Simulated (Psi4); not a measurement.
Psi4 input (wB97X-D/6-311+G**):

```
memory 1500 MB

molecule {
0 2
C    -2.28603500    0.56971400   -0.23887800
Si   -0.84880800   -0.63947700   -0.34701300
B     0.97053700    0.03889800    0.16688800
O     1.20571300    1.37932100    0.06192000
O     2.01394400   -0.76450000    0.55573300
H    -2.56785500    0.74408600    0.80301600
H    -3.16419400    0.19598300   -0.76724500
H    -2.00031400    1.52740700   -0.67554500
H    -1.19130200   -1.96372300    0.24500900
H     2.11624800    1.61552400    0.28414000
H     1.79699500   -1.69795100    0.62641800
symmetry c1
no_reorient
no_com
}

set {
  basis 6-311+G**
  reference uks
  scf_type df
  df_basis_scf def2-universal-jkfit
  dft_radial_points 99
  dft_spherical_points 590
  e_convergence 1e-8
  d_convergence 1e-7
  maxiter 150
}

e = energy('wb97x-d')
print_out(f'\nFINAL {e:.10f} DIPOLE {variable("CURRENT DIPOLE")[0]:.6f} {variable("CURRENT DIPOLE")[1]:.6f} {variable("CURRENT DIPOLE")[2]:.6f}\n')
```

From the output:

```
     102A      1.667551   103A      1.696174   104A      1.776701
     105A      1.802095   106A      1.832949   107A      1.844442
     108A      1.861885   109A      1.972506   110A      2.093352
     111A      2.126651   112A      2.144628   113A      2.177609
     114A      2.281086   115A      2.293190   116A      2.402636
     117A      2.536190   118A      2.556868   119A      2.605131
     120A      2.617799   121A      2.621042   122A      2.627686
     123A      2.648995   124A      2.672404   125A      2.768798
     126A      2.915732   127A      3.080675   128A      3.109835
     129A      3.206478   130A      3.237796   131A      3.251650
     132A      3.297817   133A      3.491119   134A      3.551875
     135A      3.661576   136A      3.843568   137A      3.856125
     138A      3.923028   139A      3.964438   140A      5.056362
     141A      5.077383   142A      5.237387   143A      5.427478
     144A      5.615170   145A      5.696669   146A      5.745438
     147A     11.470063   148A     11.595999   149A     11.631239
     150A     14.714259   151A     24.067745   152A     49.981233
     153A     50.022496   154A    141.233675

    Final Occupation by Irrep:
              A
    DOCC [    23 ]
    SOCC [     1 ]
    NA   [    24 ]
    NB   [    23 ]

  @DF-UKS Final Energy:  -506.57515134677556

   => Energetics <=

    Nuclear Repulsion Energy =            202.6303915147425130
    One-Electron Energy =               -1099.9404917094775556
    Two-Electron Energy =                 425.9284931526548803
    DFT Exchange-Correlation Energy =     -35.1903221242883575
    Empirical Dispersion Energy =          -0.0032221804070586
    VV10 Nonlocal Energy =                  0.0000000000000000
    Total Energy =                       -506.5751513467755558

  UHF NO Occupations:
  HONO-2 :   22  A 1.9998105
  HONO-1 :   23  A 1.9987257
  HONO-0 :   24  A 1.0000000
  LUNO+0 :   25  A 0.0012743
  LUNO+1 :   26  A 0.0001895
  LUNO+2 :   27  A 0.0001336
  LUNO+3 :   28  A 0.0000640

Computation Completed

Properties will be evaluated at   0.000000,   0.000000,   0.000000 [a0]

Properties computed using the SCF density matrix

 Multipole Moments:

 ------------------------------------------------------------------------------------
     Multipole            Electronic (a.u.)      Nuclear  (a.u.)        Total (a.u.)
 ------------------------------------------------------------------------------------

 L = 1.  Multiply by 2.5417464519 to convert [e a0] to [Debye]
 Dipole X            :          0.0771347           -0.0000057            0.0771290
 Dipole Y            :         -0.2584203           -0.0000189           -0.2584392
 Dipole Z            :          0.1978085            0.0000132            0.1978217
 Magnitude           :                                                    0.3344744

 ------------------------------------------------------------------------------------

FINAL -506.5751513468 DIPOLE 0.077129 -0.258439 0.197822

*** Psi4 exiting successfully. Buy a developer a beer!
```

The geometry given is a B3LYP-D3(BJ)/def2-TZVP minimum.
